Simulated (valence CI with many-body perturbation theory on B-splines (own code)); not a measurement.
Values are calculated unless marked as measured or tabulated.
# Energy levels of Au5+

Method: relativistic CI+MBPT: six valence electrons over a frozen Dirac-Fock core [Xe] 4f14, a basis of 7 s, 7 p, 8 d, 6 f, 4 g, 1 h functions for each j, with the one-electron correlation potential Σ1 (screened to all orders), the two-electron term Σ2, the three-electron term Σ3, Breit, model QED; selected single and double excitations, second order for the rest, scaled by the run's own slope (own B-spline code, finite nucleus).

No measured levels were compared; by estimate terms of the open shell hold to 2 to 4 % of their energy, and close levels can change places; different configurations can be misplaced against each other by 1,000 to 8,000 cm⁻¹. Among the levels kept, up to 870 cm⁻¹ of a level comes from second order outside the variational space, and about a tenth of that is noise between levels of different J, which matters for small intervals. Only levels of the ground parity were solved; by the run's estimate the other parity begins above the list, which can be wrong where configurations are misplaced.

Levels 1 to 28 of 28, with energies above the lowest level, 5d⁶ ⁵D_4. "Leading %" is the weight of the configuration and term that name the level; weights of strongly mixed levels are sums over their largest components and can fall short. In the jj column 3d3/2^4 stands for four electrons in 3d with j = 3/2.

```
No.  Configuration  Term  J  E (eV)  Leading %  Second component              Leading jj
  1            5d⁶    ⁵D  4  0.0000         74       19 % 5d⁶ ³F  5d3/2^4 5d5/2^2 (63 %)
  2            5d⁶    ⁵D  2  0.8668         50       31 % 5d⁶ ³P  5d3/2^4 5d5/2^2 (66 %)
  3            5d⁶    ⁵D  3   1.167         88        7 % 5d⁶ ³F  5d3/2^3 5d5/2^3 (78 %)
  4            5d⁶    ⁵D  0   1.616         68       22 % 5d⁶ ³P  5d3/2^2 5d5/2^4 (38 %)
  5            5d⁶    ⁵D  1   1.637         77       17 % 5d⁶ ³P  5d3/2^3 5d5/2^3 (78 %)
  6            5d⁶    ³H  4   2.293         26       23 % 5d⁶ ³G  5d3/2^3 5d5/2^3 (62 %)
  7            5d⁶    ³G  5   2.959         51       47 % 5d⁶ ³H  5d3/2^3 5d5/2^3 (97 %)
  8            5d⁶    ³H  6   3.024         79       19 % 5d⁶ ¹I  5d3/2^3 5d5/2^3 (93 %)
  9            5d⁶    ⁵D  2   3.325         42       18 % 5d⁶ ³P  5d3/2^2 5d5/2^4 (54 %)
 10            5d⁶    ³F  3   3.527         43       35 % 5d⁶ ³G  5d3/2^3 5d5/2^3 (83 %)
 11            5d⁶    ³F  2   3.685         59       25 % 5d⁶ ³P  5d3/2^3 5d5/2^3 (71 %)
 12            5d⁶    ³H  4   4.393         53       25 % 5d⁶ ³F  5d3/2^2 5d5/2^4 (75 %)
 13            5d⁶    ¹S  0   4.419         59       23 % 5d⁶ ⁵D  5d3/2^2 5d5/2^4 (53 %)
 14            5d⁶    ³D  1   4.496         70       20 % 5d⁶ ³P  5d3/2^3 5d5/2^3 (68 %)
 15            5d⁶    ³G  4   4.702         48       26 % 5d⁶ ³F  5d3/2^2 5d5/2^4 (46 %)
 16            5d⁶    ³D  2   4.705         59       25 % 5d⁶ ³P  5d3/2^3 5d5/2^3 (50 %)
 17            5d⁶    ³H  5   4.868         52       47 % 5d⁶ ³G  5d3/2^2 5d5/2^4 (97 %)
 18            5d⁶    ³D  3   4.983         66       22 % 5d⁶ ³F  5d3/2^2 5d5/2^4 (50 %)
 19            5d⁶    ³G  3   5.301         49       37 % 5d⁶ ³F  5d3/2^2 5d5/2^4 (88 %)
 20            5d⁶    ³P  0   5.310         94                    5d3/2^4 5d5/2^2 (40 %)
 21            5d⁶    ¹I  6   5.491         79       19 % 5d⁶ ³H  5d3/2^2 5d5/2^4 (93 %)
 22            5d⁶    ¹F  3   5.710         58       34 % 5d⁶ ³F  5d3/2^3 5d5/2^3 (84 %)
 23            5d⁶    ³P  1   6.035         73       21 % 5d⁶ ³D  5d3/2^2 5d5/2^4 (56 %)
 24            5d⁶    ¹G  4   6.373         64       22 % 5d⁶ ³F  5d3/2^2 5d5/2^4 (55 %)
 25            5d⁶    ¹D  2   6.537         53       24 % 5d⁶ ³P  5d3/2^2 5d5/2^4 (65 %)
 26            5d⁶    ³P  1   7.074         86        9 % 5d⁶ ⁵D  5d3/2^3 5d5/2^3 (45 %)
 27            5d⁶    ³F  2   7.688         86        6 % 5d⁶ ³D  5d3/2^2 5d5/2^4 (83 %)
 28            5d⁶    ³F  4   7.689         76        9 % 5d⁶ ³G  5d3/2^2 5d5/2^4 (59 %)
```

Names give the largest LS component (configuration and term), which can be under half, so a name can repeat, a term be missing and a line seem to break the LS rules; names also repeat where a configuration has a term twice.

The ionisation energy to 5d⁵ ⁶S5/2 of the next ion comes out as 76.078 eV (NIST: 74 ± 2 eV (theoretical)). All 28 levels together are meant to be complete up to 7.978 eV.
